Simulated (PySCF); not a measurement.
fluoroethane cation (C₂H₅F), SMILES FCC (connectivity only; charge and spin as stated), charge +1, multiplicity 2.

Geometry: PBE0-D3(BJ)/def2-TZVP. The multiplicity is an assumed one; other spin states were not compared.

Computed with TDA-LC-ωPBE/def2-SVPD in PySCF 2.14.0.

Vertical excitations. Gas-phase values at a fixed geometry.

Question: List the lowest excited states. (The exact figures need the calculation; the answer reports its results.)

Answer: 
| state | energy (eV) | λ (nm) | f | main pairs |
|---|---|---|---|---|
| root 1 | 2.37 | 522 | 0.001 | β HOMO−1→LUMO 96 % |
| root 2 | 3.67 | 338 | 0.000 | β HOMO−2→LUMO 96 % |
| root 3 | 3.76 | 330 | 0.093 | β HOMO→LUMO 97 % |
| root 4 | 5.80 | 214 | 0.003 | β HOMO−3→LUMO 97 % |
| root 5 | 6.68 | 186 | 0.059 | β HOMO−4→LUMO 95 % |
| root 6 | 7.51 | 165 | 0.006 | β HOMO−5→LUMO 98 % |
| root 7 | 10.17 | 122 | 0.001 | α HOMO→LUMO 54 %, β HOMO−6→LUMO 25 % |
| root 8 | 10.50 | 118 | 0.066 | α HOMO→LUMO 31 %, β HOMO−6→LUMO 58 % |
| root 9 | 10.70 | 116 | 0.135 | α HOMO→LUMO+1 80 %, β HOMO−1→LUMO+1 5 % |
| root 10 | 11.16 | 111 | 0.001 | α HOMO→LUMO+3 54 %, α HOMO→LUMO+2 20 % |
Unrestricted roots are not spin-pure.
